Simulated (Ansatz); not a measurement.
**Question.** Predict a relaxed structure of TeO₂F₂, charge 0, singlet, at B3LYP-D4/def2-SVP (Ansatz).

**Answer.** 
```xyz
5

Te   -0.1148   -0.1900    0.0547
O    -0.1936   -1.4245   -1.2600
O    -0.7901   -0.2034    1.7287
F    -0.6179    1.4800   -0.7280
F     1.7165    0.3379    0.2045
```
Point group C2v (tolerance 0.1 Å). This is one stationary point.

In the def2 sets Te takes a core potential; there is no spin–orbit coupling.
